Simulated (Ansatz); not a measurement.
`CO[Si]Br` + NH₃ → `N[Si]Br` + CH₃OH at 500 K and 1 bar (ligand exchange at the Si–O bond).

Gas-phase electronic energies from Ansatz, PBE0-D4/def2-TZVP geometries. CCSD(T)/CBS adds triple-zeta CCSD(T) − MP2 to the extrapolated MP2 energy (def2 sets, frozen cores). This one scheme is used for every species. For Br outer-core shells are correlated without core-valence functions, which leaves a few kJ/mol of doubt a bond. Scalar relativity is left out up to krypton. One conformer a species, not always the lowest.

```
   species  CCSD(T)/CBS energy (Eh)  H − E (kJ/mol)  S (J/(mol·K))
`CO[Si]Br`              -2977.47730           149.8          378.2
       NH₃                -56.50880           108.2          211.8
 `N[Si]Br`              -2918.35423           100.1          329.7
     CH₃OH               -115.61712           157.0          265.4
```

H − E and S are ideal-gas, rigid-rotor, harmonic terms from PBE0-D4/def2-TZVP, for one conformer and one mirror image of each species. 1 Eh = 2625.50 kJ/mol, R = 8.31446 J/(mol·K).

**Question.** By hand: ΔE, ΔH, ΔS and ΔG.

**Answer.** ΔE = (-2918.35423) + (-115.61712) − (-2977.47730) − (-56.50880) = 0.01475 Eh = 38.7 kJ/mol. Δ(H − E) = 100.1 + 157.0 − 149.8 − 108.2 = -0.9, so ΔH = 37.8 kJ/mol. ΔS = 329.7 + 265.4 − 378.2 − 211.8 = 5.1 J/(mol·K). ΔG = 37.8 − 500 × (5.1)/1000 = 35.2 kJ/mol.

**Question.** By hand: the equilibrium constant, and the temperature at which ΔG would vanish if ΔH and ΔS stayed fixed.

**Answer.** log₁₀ K = −ΔG/(RT ln 10) = -3.7. ΔG = 0 at ΔH/ΔS = 7412 K, far beyond where these terms or the molecules hold.

The number of gas molecules stays the same, so ΔS is small and ΔH decides. A doubt of 5 kJ/mol in ΔE shifts log₁₀ K by 0.5 here. Other conformers and mirror images would add mixing entropy, several J/(mol·K) or more a flexible species. These are equilibria of isolated gas molecules and say nothing of rates. Largest T1 diagnostic: 0.012 (customary marks: 0.02 for closed shells, 0.045 for open ones).
